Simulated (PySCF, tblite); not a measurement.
Species: C3H11NSSi.
SMILES with atom numbers: `[CH3:1][CH:2]([CH3:3])[NH:4][SiH2:5][SH:6]` (hydrogens: H7, H8, H9 on C1; H10 on C2; H11, H12, H13 on C3; H14 on N4; H15, H16 on Si5; H17 on S6)

Geometry (GFN2-xTB, Å), atoms numbered from 1 in this order:
```
atom  x, y, z in Å
C1    -1.169    1.610    0.452
C2    -0.663    0.361   -0.265
C3    -1.702   -0.759   -0.213
N4     0.595   -0.057    0.317
Si5    1.808   -0.875   -0.562
S6     3.435   -1.169    0.813
H7    -2.070    1.984   -0.027
H8    -1.397    1.381    1.491
H9    -0.410    2.388    0.427
H10   -0.457    0.603   -1.312
H11   -1.329   -1.638   -0.734
H12   -2.629   -0.441   -0.682
H13   -1.911   -1.032    0.820
H14    0.506   -0.230    1.310
H15    1.546   -2.228   -1.047
H16    2.247    0.010   -1.635
H17    3.594    0.104    1.135
```

Method: CAM-B3LYP/def2-SVPD in PySCF (dipole) on a GFN2-xTB geometry, gas phase.

Take the most abundant isotopes and a rigid rotor. The values belong to one conformer with, in the numbering `[CH3:1][CH:2]([CH3:3])[NH:4][SiH2:5][SH:6]`, C1–C2–N4–Si5 -150°, C2–N4–Si5–S6 178°, N4–Si5–S6–H -56°.

Question: Give the principal moments of inertia and the rotational constants in GHz.

Answer: Ia = 98.62, Ib = 526.55, Ic = 567.96 u·Å²; 505379 MHz·u·Å²/I gives 5124, 959.8 and 889.8 MHz, that is A = 5.1245, B = 0.9598, C = 0.8898 GHz.

Question: What kind of rotor is it?

Answer: A near-prolate asymmetric top. Ray's parameter κ = (2B − A − C)/(A − C) = -0.967; −1 is the prolate and +1 the oblate limit.

Question: Is it planar, by Δ = Ic − Ia − Ib?

Answer: Not planar: Δ = Ic − Ia − Ib = -57.21 u·Å². For a rigid frame Δ = −2 Σ m c², so Σ m c² = 28.60 u·Å² lies off the ab plane: 11.57 from hydrogen and 17.03 from heavier atoms. The atom farthest from that plane is 1.97 Å away.

Question: Where do the levels up to J = 3 lie, in MHz?

Answer: Above 0(0,0):
J = 1: 1(0,1) 1850, 1(1,1) 6014, 1(1,0) 6084
J = 2: 2(0,2) 5548, 2(1,2) 9644, 2(1,1) 9853, 2(2,1) 22347, 2(2,0) 22348
J = 3: 3(0,3) 11093, 3(1,3) 15087, 3(1,2) 15507, 3(2,2) 27896, 3(2,1) 27901, 3(3,1) 48895, 3(3,0) 48895
The levels of one J sum to (2J + 1)J(J + 1)(A + B + C)/3.

Question: Which types of transition are allowed, and where do some lines up to J = 4 fall?

Answer: The dipole components are |μa| = 2.39 D, |μb| = 0.22 D, |μc| = 0.09 D. Intensities carry the squares of the components, which stand as 1.00 : 0.01 : 0.00 (a : b : c). Some lines, for components of 0.1 D or more:

| type | branch | J(Ka,Kc) | MHz | lower level (cm⁻¹) |
| --- | --- | --- | --- | --- |
| a | Q | 4(1,3) ← 4(1,4) | 700 | 0.745 |
| a | R | 2(0,2) ← 1(0,1) | 3698 | 0.062 |
| a | R | 2(1,1) ← 1(1,0) | 3769 | 0.203 |
| a | R | 3(1,3) ← 2(1,2) | 5443 | 0.322 |
| a | R | 3(0,3) ← 2(0,2) | 5545 | 0.185 |
| a | R | 4(0,4) ← 3(0,3) | 7390 | 0.370 |
| a | R | 4(2,2) ← 3(2,1) | 7407 | 0.931 |
| b | R | 4(1,4) ← 3(0,3) | 11250 | 0.370 |
| b | Q | 4(2,2) ← 4(1,3) | 12264 | 0.769 |
| b | Q | 2(2,0) ← 2(1,1) | 12495 | 0.329 |
| b | Q | 2(2,1) ← 2(1,2) | 12704 | 0.322 |
| b | R | 2(2,1) ← 1(1,0) | 16263 | 0.203 |
| b | R | 4(2,3) ← 3(1,2) | 19787 | 0.517 |
| b | Q | 3(3,0) ← 3(2,1) | 20994 | 0.931 |
| b | R | 3(3,1) ← 2(2,0) | 26547 | 0.745 |
| b | Q | 4(4,0) ← 4(3,1) | 29396 | 1.878 |

Question: Estimate the classical rotational partition function at 10 K, 25 K and 500 K.

Answer: Point group C1, symmetry number σ = 1; q = (√π/σ)·√((kT/h)³/(ABC)), k/h = 20836.6 MHz/K: 2550 at 10 K, 10100 at 25 K, 901000 at 500 K.

Its GFN2-xTB frequencies are all real (lowest 46 cm⁻¹). Zero-point vibration and centrifugal distortion are left out. A rigid rotor knows nothing of inversion at nitrogen or internal rotation, which can split or shift real lines. Quadrupole hyperfine structure (14N) is left out.
